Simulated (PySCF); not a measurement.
One formula, C7H8FNSi, several structures.

PySCF, CAM-B3LYP/def2-SVPD, density fitting, gas phase; each molecule at its own PBE0-D3(BJ)/def2-SVP geometry, one conformer. Singlet excitations by full TDDFT with frozen cores, triplets by Tamm–Dancoff TDDFT and ionisation energies by ΔSCF, from the lowest of the holes tried. 

Torsions of the conformers computed, which needn't be the lowest (atom-mapped SMILES):
- `[CH:1]#[C:2][Si@H:3]([CH3:4])[n:5]1[cH:6][cH:7][cH:8][c:9]1[F:10]`: C2–Si3–N5–C6 -114°
- `[F:1][c:2]1[cH:3][cH:4][cH:5][c:6](/[CH:7]=[N:8]/[SiH3:9])[cH:10]1`: C5–C6–C7–N8 0°
- `[CH2:1]=[N:2][SiH2:3][c:4]1[cH:5][cH:6][cH:7][c:8]([F:9])[cH:10]1`: C1–N2–Si3–C4 128°, N2–Si3–C4–C5 15°
- `[F:1][c:2]1[cH:3][cH:4][cH:5][c:6](/[CH:7]=[N:8]\[SiH3:9])[cH:10]1`: C5–C6–C7–N8 -167°
- `[F:1][CH2:2][C:3]#[C:4][SiH2:5][n:6]1[cH:7][cH:8][cH:9][cH:10]1`: C4–Si5–N6–C7 -45°

Reference: `C#C[Si@H](C)n1cccc1F`, with HOMO energy -7.40 eV, LUMO energy 0.70 eV, lowest singlet excitation 5.69 eV, lowest triplet excitation 4.16 eV, mean polarisability 109.0 au, dipole moment 1.66 D and vertical ionisation energy 8.10 eV.

Changes against it:

```json
{"molecule": "C=N[SiH2]c1cccc(F)c1", "Δ electronic energy (kcal/mol)": "-19.7", "Δ HOMO energy (eV)": "-1.08", "Δ LUMO energy (eV)": "-0.73", "Δ lowest singlet excitation (eV)": "-1.60", "Δ lowest triplet excitation (eV)": "-0.69", "Δ mean polarisability (au)": "+6.0", "Δ dipole moment (D)": "+0.36", "Δ vertical ionisation energy (eV)": "+1.01"}
{"molecule": "Fc1cccc(/C=N\\[SiH3])c1", "Δ electronic energy (kcal/mol)": "-18.4", "Δ HOMO energy (eV)": "-0.95", "Δ LUMO energy (eV)": "-1.69", "Δ lowest singlet excitation (eV)": "-2.24", "Δ lowest triplet excitation (eV)": "-1.19", "Δ mean polarisability (au)": "+9.7", "Δ dipole moment (D)": "+1.01", "Δ vertical ionisation energy (eV)": "+0.64"}
{"molecule": "CC#Cc1c(F)ccn1[SiH3]", "Δ electronic energy (kcal/mol)": "+11.1", "Δ HOMO energy (eV)": "+0.28", "Δ LUMO energy (eV)": "+0.02", "Δ lowest singlet excitation (eV)": "-0.53", "Δ lowest triplet excitation (eV)": "-0.75", "Δ mean polarisability (au)": "+11.2", "Δ dipole moment (D)": "+1.10", "Δ vertical ionisation energy (eV)": "-0.40"}
{"molecule": "FCC#C[SiH2]n1cccc1", "Δ electronic energy (kcal/mol)": "+7.8", "Δ HOMO energy (eV)": "-0.15", "Δ LUMO energy (eV)": "-0.54", "Δ lowest singlet excitation (eV)": "-0.29", "Δ lowest triplet excitation (eV)": "-0.04", "Δ mean polarisability (au)": "+4.7", "Δ dipole moment (D)": "+0.20", "Δ vertical ionisation energy (eV)": "+0.13"}
```

Rows whose labels were lost:

```csv
row,Δ electronic energy (kcal/mol),Δ HOMO energy (eV),Δ LUMO energy (eV),Δ lowest singlet excitation (eV),Δ lowest triplet excitation (eV),Δ mean polarisability (au),Δ dipole moment (D),Δ vertical ionisation energy (eV)
P,+11.5,+0.22,+0.25,-0.14,-0.33,+12.2,-0.18,-0.34
Q,-23.5,-1.16,-1.60,-1.80,-0.78,+13.5,-1.36,+1.05
```

Q: Which row belongs to which of `Fc1cccc(/C=N/[SiH3])c1` and `CC#Cc1ccn([SiH3])c1F`?

A: P = `CC#Cc1ccn([SiH3])c1F` and Q = `Fc1cccc(/C=N/[SiH3])c1`. P and Q are told apart most clearly by the electronic energy (+11.5 against -23.5 kcal/mol).

Q: Which row has the smallest HOMO–LUMO gap and which the largest, and does the HOMO or the LUMO shift more there?

A: Smallest, counted from the reference: `Fc1cccc(/C=N\[SiH3])c1`, -0.74 eV (HOMO -0.95, LUMO -1.69), the larger shift being that of the LUMO. Largest: `C=N[SiH2]c1cccc(F)c1`, +0.35 eV (HOMO -1.08, LUMO -0.73), the larger shift being that of the HOMO.
